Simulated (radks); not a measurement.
Results of a calculation; reference values are marked as such.
Task: All-electron atom: the strontium ion Sr10+ in [Ar] 3d10. Level of theory: Dirac Kohn-Sham, PBE, spin-unpolarised, spherical densities, point nucleus (a radial shooting solver on a logarithmic mesh with Libxc functionals).

Spin-orbit splittings of the eigenvalues, e(l+1/2) - e(l-1/2), with zeta = 2 splitting/(2l+1) and mean radii in bohr:

shell  occ.  splitting (eV)  zeta (eV)  <r> j=l-1/2  <r> j=l+1/2
2p        6           68.54      45.69       0.1474       0.1515
3p        6           10.69      7.127       0.4864       0.4963
3d       10               ?          ?       0.4832       0.4865

Estimate the 3d splitting.

Result: 1.905 eV (zeta = 0.7619 eV).
